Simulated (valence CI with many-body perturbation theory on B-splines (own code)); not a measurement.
# Gd²⁴⁺: M1 decay

Method: configuration interaction combined with many-body perturbation theory (CI+MBPT): four valence electrons over a frozen Dirac-Fock core [Kr], radial functions for each j: 7 s, 7 p, 8 d, 6 f, 4 g, 1 h, with the one-electron correlation potential Σ1 (screened to all orders), the two-electron term Σ2, the three-electron term Σ3, Breit, model QED; selected single and double excitations, second order for the rest, scaled by the run's own slope (own B-spline code, finite nucleus).

No measured levels were compared; by estimate terms of the open shell hold to 2 to 4 % of their energy, and close levels can change places. The list stops below the first excitations out of the core.

Lines 51 to 100 of 120 in falling wavelength, among levels below 94.218 eV, chosen from the decays that carry over 1 % of a level's rate. Wavelengths and rates use the calculated energies, so an error of 3000 cm⁻¹ moves a line at 1517 Å by 4.6 % and its rate by three times that or more. S is in atomic units (e²a₀⁴ for E2 and M2, e²a₀⁶ for E3), for M1 in squared Bohr magnetons. Weak lines are less certain than strong ones. Lines between different terms over intervals too small for the method are left out, as are lines whose strength nearly cancels. The highest levels of a list are the least certain.

Levels are named by their leading jj configuration (3d3/2^4 stands for four electrons in 3d with j = 3/2), which in mixed levels can hold well under half, so a name can repeat and another be missing. Letters in brackets count levels of one name in rising energy.

| λ vac (Å) | Upper | Lower | Type | A (s⁻¹) | S (a.u.) |
| --- | --- | --- | --- | --- | --- |
| 1520 | (4d3/2^2 4d5/2^2) J=0 [a] | (4d3/2^3 4d5/2) J=1 | M1 | 1.08e+04 | 1.40e+00 |
| 1517 | (4d3/2 4d5/2^3) J=5 | (4d3/2^2 4d5/2^2) J=5 | M1 | 1.34e+03 | 1.91e+00 |
| 1465 | (4d3/2^2 4d5/2^2) J=4 [c] | (4d3/2^2 4d5/2^2) J=5 | M1 | 2.08e+02 | 2.18e-01 |
| 1436 | (4d3/2^2 4d5/2^2) J=1 | (4d3/2^3 4d5/2) J=2 | M1 | 4.86e+03 | 1.60e+00 |
| 1426 | (4d3/2 4d5/2^3) J=6 | (4d3/2^2 4d5/2^2) J=5 | M1 | 2.32e+03 | 3.24e+00 |
| 1418 | (4d3/2 4d5/2^3) J=2 [a] | (4d3/2^2 4d5/2^2) J=2 [b] | M1 | 1.03e+03 | 5.46e-01 |
| 1415 | (4d3/2 4d5/2^3) J=2 [a] | (4d3/2^2 4d5/2^2) J=3 [b] | M1 | 1.84e+03 | 9.66e-01 |
| 1405 | (4d3/2^2 4d5/2^2) J=4 [b] | (4d3/2^3 4d5/2) J=3 | M1 | 4.53e+02 | 4.19e-01 |
| 1394 | (4d3/2^2 4d5/2^2) J=2 [d] | (4d3/2^2 4d5/2^2) J=1 | M1 | 8.44e+01 | 4.23e-02 |
| 1393 | (4d3/2 4d5/2^3) J=3 [b] | (4d3/2^2 4d5/2^2) J=2 [b] | M1 | 1.18e+03 | 8.28e-01 |
| 1391 | (4d3/2 4d5/2^3) J=3 [b] | (4d3/2^2 4d5/2^2) J=3 [b] | M1 | 2.26e+03 | 1.58e+00 |
| 1387 | (4d3/2 4d5/2^3) J=4 [b] | (4d3/2 4d5/2^3) J=3 [a] | M1 | 7.19e+02 | 6.41e-01 |
| 1357 | (4d3/2^2 4d5/2^2) J=3 [b] | (4d3/2^3 4d5/2) J=3 | M1 | 2.19e+02 | 1.42e-01 |
| 1355 | (4d3/2^2 4d5/2^2) J=2 [b] | (4d3/2^3 4d5/2) J=3 | M1 | 1.85e+01 | 8.52e-03 |
| 1346 | (4d3/2^2 4d5/2^2) J=4 [b] | (4d3/2^3 4d5/2) J=4 | M1 | 3.89e+01 | 3.17e-02 |
| 1345 | (4d3/2 4d5/2^3) J=3 [b] | (4d3/2^2 4d5/2^2) J=4 [b] | M1 | 8.56e+02 | 5.40e-01 |
| 1343 | (4d3/2 4d5/2^3) J=3 [c] | (4d3/2^2 4d5/2^2) J=2 [c] | M1 | 1.32e+03 | 8.29e-01 |
| 1326 | (4d3/2 4d5/2^3) J=1 [b] | (4d3/2^2 4d5/2^2) J=2 [c] | M1 | 1.95e+03 | 5.07e-01 |
| 1317 | (4d3/2 4d5/2^3) J=2 [b] | (4d3/2 4d5/2^3) J=3 [a] | M1 | 1.54e+03 | 6.52e-01 |
| 1303 | (4d3/2^2 4d5/2^2) J=3 [b] | (4d3/2^3 4d5/2) J=4 | M1 | 2.28e+03 | 1.31e+00 |
| 1301 | (4d3/2 4d5/2^3) J=1 [a] | (4d3/2^2 4d5/2^2) J=2 [a] | M1 | 4.02e+03 | 9.85e-01 |
| 1293 | (4d3/2^2 4d5/2^2) J=2 [a] | (4d3/2^3 4d5/2) J=1 | M1 | 4.29e+03 | 1.72e+00 |
| 1275 | (4d3/2^2 4d5/2^2) J=4 [c] | (4d3/2^2 4d5/2^2) J=3 [a] | M1 | 1.52e+03 | 1.05e+00 |
| 1247 | (4d3/2 4d5/2^3) J=3 [c] | (4d3/2 4d5/2^3) J=4 [a] | M1 | 1.00e+03 | 5.03e-01 |
| 1244 | (4d3/2 4d5/2^3) J=0 | (4d3/2^2 4d5/2^2) J=1 | M1 | 6.63e+03 | 4.73e-01 |
| 1210 | (4d3/2 4d5/2^3) J=5 | (4d3/2^2 4d5/2^2) J=4 [a] | M1 | 5.93e+02 | 4.29e-01 |
| 1203 | (4d3/2 4d5/2^3) J=2 [b] | (4d3/2^2 4d5/2^2) J=2 [c] | M1 | 1.87e+03 | 6.03e-01 |
| 1183 | (4d3/2^2 4d5/2^2) J=3 [b] | (4d3/2^3 4d5/2) J=2 | M1 | 1.57e+02 | 6.74e-02 |
| 1182 | (4d3/2^2 4d5/2^2) J=2 [b] | (4d3/2^3 4d5/2) J=2 | M1 | 3.67e+02 | 1.12e-01 |
| 1177 | (4d3/2^2 4d5/2^2) J=4 [c] | (4d3/2^2 4d5/2^2) J=4 [a] | M1 | 2.30e+03 | 1.25e+00 |
| 1176 | (4d3/2 4d5/2^3) J=4 [b] | (4d3/2 4d5/2^3) J=4 [a] | M1 | 4.67e+03 | 2.53e+00 |
| 1169 | (4d3/2 4d5/2^3) J=2 [a] | (4d3/2^2 4d5/2^2) J=1 | M1 | 1.77e+03 | 5.23e-01 |
| 1152 | (4d3/2^2 4d5/2^2) J=2 [d] | (4d3/2^2 4d5/2^2) J=3 [a] | M1 | 6.25e+01 | 1.77e-02 |
| 1150 | (4d3/2^2 4d5/2^2) J=2 [d] | (4d3/2^2 4d5/2^2) J=2 [a] | M1 | 5.54e+01 | 1.56e-02 |
| 1131 | (4d3/2 4d5/2^3) J=1 [a] | (4d3/2^2 4d5/2^2) J=0 [a] | M1 | 5.05e+03 | 8.12e-01 |
| 1043 | (4d3/2 4d5/2^3) J=4 [a] | (4d3/2^3 4d5/2) J=3 | M1 | 1.30e+03 | 4.94e-01 |
| 994.3 | (4d3/2 4d5/2^3) J=2 [a] | (4d3/2^2 4d5/2^2) J=3 [a] | M1 | 2.91e+03 | 5.30e-01 |
| 984.4 | (4d3/2^2 4d5/2^2) J=2 [c] | (4d3/2^3 4d5/2) J=3 | M1 | 6.25e+03 | 1.11e+00 |
| 982.2 | (4d3/2 4d5/2^3) J=3 [b] | (4d3/2^2 4d5/2^2) J=3 [a] | M1 | 8.79e+02 | 2.16e-01 |
| 980.5 | (4d3/2 4d5/2^3) J=3 [b] | (4d3/2^2 4d5/2^2) J=2 [a] | M1 | 1.25e+02 | 3.06e-02 |
| 968.8 | (4d3/2 4d5/2^3) J=1 [b] | (4d3/2^2 4d5/2^2) J=2 [b] | M1 | 2.29e+02 | 2.32e-02 |
| 953.5 | (4d3/2 4d5/2^3) J=3 [c] | (4d3/2^2 4d5/2^2) J=4 [b] | M1 | 1.91e+02 | 4.29e-02 |
| 932.5 | (4d3/2 4d5/2^3) J=4 [b] | (4d3/2^2 4d5/2^2) J=3 [b] | M1 | 1.42e+03 | 3.84e-01 |
| 930.0 | (4d3/2^2 4d5/2^2) J=2 [b] | (4d3/2^3 4d5/2) J=1 | M1 | 3.91e+02 | 5.83e-02 |
| 922.8 | (4d3/2 4d5/2^3) J=3 [b] | (4d3/2^2 4d5/2^2) J=4 [a] | M1 | 1.08e+03 | 2.20e-01 |
| 918.9 | (4d3/2 4d5/2^3) J=3 [a] | (4d3/2^3 4d5/2) J=3 | M1 | 4.62e+02 | 9.31e-02 |
| 889.4 | (4d3/2^2 4d5/2^2) J=2 [c] | (4d3/2^3 4d5/2) J=2 | M1 | 1.02e+03 | 1.32e-01 |
| 845.9 | (4d3/2 4d5/2^3) J=1 [b] | (4d3/2^2 4d5/2^2) J=1 | M1 | 9.86e+02 | 6.64e-02 |
| 835.6 | (4d3/2 4d5/2^3) J=3 [a] | (4d3/2^3 4d5/2) J=2 | M1 | 1.13e+03 | 1.71e-01 |
| 818.6 | (4d3/2^2 4d5/2^2) J=4 [c] | (4d3/2^3 4d5/2) J=3 | M1 | 3.61e+02 | 6.62e-02 |
